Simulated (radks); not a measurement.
The numbers below are computed, except where a source is named.
Ionisation of the barium ion Ba3+, [Kr] 4d10 5s2 5p5, to Ba4+, [Kr] 4d10 5s2 5p4, under several functionals. Dirac Kohn-Sham, spin-unpolarised, spherical densities, point nucleus; open shells fill j = l - 1/2 first; a radial shooting solver on a logarithmic mesh with Libxc functionals.

| functional | E(Ba3+) (hartree) | Exc (hartree) | IE (eV) | -e(HOMO) (eV) | <r> HOMO (bohr) | IE error (eV) |
|---|---|---|---|---|---|---|
| HCTH/407 | -8142.3843 | -202.6200 | 47.540 | 41.717 | 1.846 | +0.540 |
| OLYP | -8140.5092 | -200.6572 | 47.213 | 41.409 | 1.851 | +0.213 |
| SOGGA | -8133.8354 | -193.8181 | 47.110 | 41.303 | 1.853 | +0.110 |
| XLYP | -8138.8117 | -198.8432 | 46.992 | 41.177 | 1.861 | -0.008 |
| BP86 | -8138.7632 | -198.8021 | 47.291 | 41.477 | 1.853 | +0.291 |
| AM05 | -8131.4471 | -191.4036 | 47.187 | 41.374 | 1.852 | +0.187 |
| RPBE | -8137.8174 | -197.8466 | 47.128 | 41.331 | 1.855 | +0.128 |
| PBEsol | -8134.2447 | -194.2294 | 47.204 | 41.392 | 1.853 | +0.204 |
| revPBE | -8137.7160 | -197.7446 | 47.133 | 41.333 | 1.854 | +0.133 |
| exchange-only B88 | -8135.4132 | -195.4176 | 45.990 | 40.185 | 1.863 | -1.010 |

NIST Atomic Spectra Database: 47.0 eV (semi-empirical). Closest: XLYP. The Delta-SCF values span 1.55 eV, the total energies 10.94 hartree. The highest occupied level is 5p3/2. Spin polarisation and multiplet splitting are left out, so open shells lie too high by an amount that depends on their filling.

Beside tabulated values, note that spin-unpolarised runs miss the spin-polarisation part of the exchange energy of open shells.
